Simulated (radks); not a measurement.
All-electron atom: the niobium ion Nb+ in [Kr] 4d4.

Calculated with a radial shooting solver on a logarithmic mesh with Libxc functionals: Dirac Kohn-Sham, exchange-only PBE, spin-unpolarised, spherical densities, finite nucleus; open shells fill j = l - 1/2 first; Fermi nuclear charge, rms radius 4.324 fm.

Energy parts (eV):
| part | energy |
|---|---|
| total | -103888.055 |
| kinetic | 107588.403 |
| electron-nucleus | -250729.408 |
| Hartree | 42428.199 |
| exchange | -3175.249 |

Orbitals (lengths in bohr, moments of r in powers of bohr):
1s1/2: occ. 2; eigenvalue (eV) -18805.98; <1/r> 42.40
2s1/2: occ. 2; eigenvalue (eV) -2634.492; <1/r> 9.625
2p1/2: occ. 2; eigenvalue (eV) -2418.283; <1/r> 9.601
2p3/2: occ. 4; eigenvalue (eV) -2322.481; <1/r> 9.164
3s1/2: occ. 2; eigenvalue (eV) -443.7639; <1/r> 3.274
3p1/2: occ. 2; eigenvalue (eV) -362.3733; <1/r> 3.171
3p3/2: occ. 4; eigenvalue (eV) -346.8591; <1/r> 3.066
3d3/2: occ. 4; eigenvalue (eV) -203.1095; <1/r> 2.871
3d5/2: occ. 6; eigenvalue (eV) -200.2214; <1/r> 2.844
4s1/2: occ. 2; eigenvalue (eV) -63.7840; <1/r> 1.176
4p1/2: occ. 2; eigenvalue (eV) -41.3869; <1/r> 1.050
4p3/2: occ. 4; eigenvalue (eV) -39.2901; <1/r> 1.020
4d3/2: occ. 4; eigenvalue (eV) -8.5704; <1/r> 0.6485
4d5/2: occ. 0; eigenvalue (eV) -8.4094; <1/r> 0.6404

The highest occupied level is 4d3/2 at -8.570 eV. The electron density at the nucleus is 8.249e+04 e/bohr^3.
